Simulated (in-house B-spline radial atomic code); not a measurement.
A run on an ion of nuclear charge 65 with 65.8 electrons that did not converge. Method: scalar-relativistic (X2C) TPSSh, spin-polarised, spherical fractional occupations, Fermi nucleus of rms radius 5.06 fm; computed with an all-electron radial atomic-structure program (B-spline basis).

Command:
```bash
python run_scf.py task.json out
```
Settings (nuclear radius in fm, mass in u):
```
Z                65
configuration    [Xe] 4f9.8 6s2
hamiltonian      x2c
method           tpssh
spin_polarised   True
nucleus          fermi
rms_radius       5.06
atomic_mass      158.92535
speed_of_light   137.035999084
```

First and last ten iterations of the last attempt (damped for 15 steps, keeping 80 % of the old Fock matrix, then DIIS):
```
 iter        energy (Eh)    residual
    1      -11664.121239    5.64e-01
    2      -11666.919787    1.21e+00
    3      -11687.038943    7.71e-01
    4      -11697.962199    4.79e-01
    5      -11703.458141    3.10e-01
    6      -11705.997025    2.02e-01
    7      -11707.080665    1.22e-01
    8      -11707.529478    7.84e-02
    9      -11707.730371    5.52e-02
   10      -11707.836709    4.04e-02
  111      -11707.717495    5.68e-02
  112      -11706.290914    1.22e-01
  113      -11707.763564    5.10e-02
  114      -11705.936051    1.39e-01
  115      -11705.932425    1.39e-01
  116      -11705.933443    1.39e-01
  117      -11705.928534    1.39e-01
  118      -11662.882406    5.54e-01
  119      -11705.933448    1.39e-01
  120      -11705.931505    1.39e-01
 not converged after 120 iterations
```

The smallest residual met was 3.5e-02; the threshold is about 6e-07. No energy from this run should be used. The likely cause: this method binds the added charge weakly or not at all at the basis-set limit, so charge moves back and forth between the atom and the box. Run time, properties included: 7.2 s on 1 thread of Arm Neoverse V1, on a shared host.
